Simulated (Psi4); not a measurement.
**How methods differ on CH4BCl2N (SMILES CNB(Cl)Cl)**

CH4BCl2N has 9 atoms, charge 0, and is taken as a singlet. SMILES: `CNB(Cl)Cl`. Geometry: optimised at PBE0/def2-TZVP.

```
atom    x (Å)    y (Å)    z (Å)
   C  -1.0071  -0.6283   0.3269
   N   0.1127   0.2810   0.4029
   B   1.0722   0.5431  -0.5584
  Cl   1.0612  -0.2582  -2.1281
  Cl   2.3490   1.7127  -0.2100
   H  -1.9549  -0.0955   0.4419
   H  -1.0073  -1.1227  -0.6426
   H  -0.9445  -1.3946   1.1042
   H   0.1937   0.7836   1.2730
```

Each level gives the dipole moment (D). The values are calculated.

```csv
level,kind,program,value (D)
PBE-D4/def2-TZVPP (density fitting),GGA,Psi4,3.00
r2SCAN-D4/def2-TZVPP (density fitting),meta-GGA,Psi4,3.04
B3LYP-D4/def2-TZVPP (density fitting),global hybrid,Psi4,3.00
PBE0-D4/def2-TZVPP (density fitting),global hybrid,Psi4,3.02
wB97M-V/def2-TZVPP (density fitting),range-separated hybrid,Psi4,2.98
```

The values span 2.98 to 3.04 D. Magnitudes only.
